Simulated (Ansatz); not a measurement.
`FB1NCN1`, relaxed with RKS PBE0-D4/def2-TZVP in Ansatz from a PBE-D4/def2-SVP geometry. The force threshold is 0.005 eV/Å; the program also tests the step.

The species carries charge 0 and has multiplicity 1.

Start:

```xyz
9

F    -1.202    0.523    2.079
B    -0.548    0.239    0.948
N     0.849    0.247    0.596
C     0.432   -0.188   -0.747
N    -0.988   -0.186   -0.357
H     1.691   -0.100    1.054
H     0.815   -1.194   -1.041
H     0.685    0.542   -1.552
H    -1.734    0.116   -0.981
```

(1) By how much does the energy fall, and how many steps does the optimiser take? (Best estimate.)

(2) Which bonds change most? (Best estimate.)

(3) Give the relaxed structure. (Best estimate.)

## Answers

(1) Ansatz gave: 0.89 kcal/mol, in 7 steps.

(2) Computed: C4–H8 from 1.116 to 1.095 Å; C4–H7 from 1.116 to 1.095 Å; N3–H6 from 1.019 to 1.004 Å; N5–H9 from 1.019 to 1.004 Å.

(3) Ansatz gave: 
```xyz
9

F    -1.191    0.518    2.059
B    -0.544    0.236    0.940
N     0.841    0.238    0.591
C     0.433   -0.188   -0.749
N    -0.978   -0.179   -0.356
H     1.675   -0.090    1.044
H     0.797   -1.182   -1.031
H     0.684    0.538   -1.529
H    -1.718    0.109   -0.969
```
